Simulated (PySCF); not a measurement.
Species: C₂H₈BNO.
SMILES with atom numbers: `[CH2:1]=[CH:2][O:3][BH2-:4][NH3+:5]` (hydrogens: H6, H7 on C1; H8 on C2; H9, H10 on B4; H11, H12, H13 on N5)

The calculation used PBE0-D3(BJ)/def2-SVP geometry optimisation, gas phase (PySCF).

**Question.** List the bond lengths, angles and torsions at this level.

**Answer.** 
| bond | length (Å) |
| --- | --- |
| C1=C2 | 1.339 |
| C2–O3 | 1.335 |
| O3–B4 | 1.442 |
| B4–N5 | 1.661 |
| C1–H6 | 1.091 |
| C1–H7 | 1.093 |
| C2–H8 | 1.103 |
| B4–H9, B4–H10 | 1.226 |
| N5–H11, N5–H12, N5–H13 | 1.021 |

Bonds in one row agree within 0.01 Å and their mean is given. A selection of angles:
| angle | degrees |
| --- | --- |
| C2–C1–H6 | 120.0 |
| C2–C1–H7 | 121.0 |
| H6–C1–H7 | 119.0 |
| C1–C2–O3 | 124.3 |
| C1–C2–H8 | 120.8 |
| O3–C2–H8 | 115.0 |
| C2–O3–B4 | 120.0 |
| O3–B4–N5 | 104.3 |
| O3–B4–H9 | 112.4 |
| O3–B4–H10 | 115.0 |
| N5–B4–H9 | 104.2 |
| H9–B4–H10 | 115.0 |
| B4–N5–H11 | 111.9 |
| B4–N5–H12 | 109.4 |
| H11–N5–H12 | 108.6 |
| H12–N5–H13 | 107.6 |

Torsions: C1–C2–O3–B4 -157° (antiperiplanar); C2–O3–B4–N5 87° (synclinal). The mirror-image conformer, all signs reversed, is as good.

B4 (four-coordinate boron) is distorted tetrahedral (angles from 104.2° to 115.0°). Of the pairs four or more bonds apart, H8···H10 is among the closest relative to their van der Waals radii: 2.31 Å, 96 % of the sum of Bondi's values. N5 (nitrogen bonded to B and 3 H) is tetrahedral (angles from 107.6° to 111.9°). O3 (boron-bound oxygen) is bent (angle 120.0°).

Point group: C1 (no symmetry element, even within 0.4 Å). No frequency check. One conformer, not necessarily the lowest.

Hardware: an Arm Neoverse V1 with one thread (shared host). Cost: 25 s of wall time, 0.44 GiB resident at most. This is the geometry optimisation.
